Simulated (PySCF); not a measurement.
Si(H)(SeH)3 (H4Se3Si), SMILES [SeH][SiH]([SeH])[SeH]. Atoms are numbered in the order given.

```xyz
8

Si     0.0341     0.6297    -0.1575
Se    -0.6377    -0.5510    -2.0097
Se    -1.3916     0.5525     1.6365
Se     2.0272    -0.2986     0.4975
H      0.1269     2.0803    -0.4731
H     -1.7169     0.4069    -2.3310
H     -1.4067    -0.9234     1.6499
H      2.5903    -0.2805    -0.8695
```
Charge 0, spin multiplicity 1.

Coordinates come from a B3LYP-D3(BJ)/def2-SVP optimisation. Other conformers were not sampled.

Method: PBE/def2-TZVP run with PySCF.

Atomic charges (e):

| atom | meta-Löwdin | Mulliken | Löwdin |
|---|---|---|---|
| Si1 | 0.44 | 0.23 | -0.44 |
| Se2 | -0.21 | -0.21 | 0.09 |
| Se3 | -0.20 | -0.21 | 0.10 |
| Se4 | -0.21 | -0.21 | 0.10 |
| H5 | -0.07 | 0.00 | -0.02 |
| H6 | 0.08 | 0.13 | 0.06 |
| H7 | 0.09 | 0.14 | 0.06 |
| H8 | 0.08 | 0.13 | 0.06 |

Computed Mayer and Wiberg (Löwdin basis) orders of the bonds:
```csv
bond,Mayer,Wiberg
Si1–Se2,1.15,1.60
Si1–Se3,1.16,1.61
Si1–Se4,1.15,1.60
Si1–H5,0.90,0.90
Se2–H6,0.94,1.01
Se3–H7,0.94,1.01
Se4–H8,0.94,1.01
```
